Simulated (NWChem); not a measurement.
System: CH₄F₂OSi; SMILES F[SiH](F)CO

NWChem input:

```
start job
memory heap 200 mb stack 900 mb global 1100 mb
geometry units angstroms noautoz
  O      0.210872     2.179514     0.169656
  C     -0.549000     1.148646    -0.462379
  Si     0.013420    -0.467383     0.318551
  F     -0.988133    -1.627892    -0.170809
  F      1.477586    -0.857011    -0.212578
  H     -0.013463     3.026977    -0.243587
  H     -0.381625     1.110984    -1.551371
  H     -1.633949     1.277163    -0.309157
  H      0.033912    -0.434122     1.795123
end
basis spherical
  * library def2-tzvp
end
dft
  xc slater vwn_5
  iterations 150
  semidirect filesize 400000000
  mulliken
end
task dft energy
```

Geometry: optimised at B3LYP/6-31G* (spherical d).

What results follow from this input? (LDA (Slater exchange, VWN5)/def2-TZVP.) Quantities: energy (Ha); highest occupied level (eV); orbital gap (eV); dipole (D).


- energy (Ha) = -601.86
- highest occupied level (eV) = -6.92
- orbital gap (eV) = 5.93
- dipole (D) = 2.80
